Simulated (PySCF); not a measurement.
Computed IR spectrum (relative IR intensity) of a molecule C2H3O2, multiplicity 2. Geometry: B3LYP-D3(BJ)/def2-SVP. Other conformers were not sampled. Level of theory: B3LYP-D3(BJ)/def2-SVP (PySCF). Harmonic, unscaled wavenumbers; measured fundamentals usually lie a few per cent lower.

```
ν (cm⁻¹)  relative intensity
--------  ------------------
132                       22
260                      2.4
326                      3.1
385                      3.0
757                      2.7
1030                      23
1166                      10
1252                      57
1397                     2.7
1841                     100
3067                      12
```

**Question.** Identify the compound among the candidates.
A) CC([O])=O
B) CO[C]=O
C) [CH2]C(=O)O
D) [CH2]OC=O

**Answer.** D, [CH2]OC=O
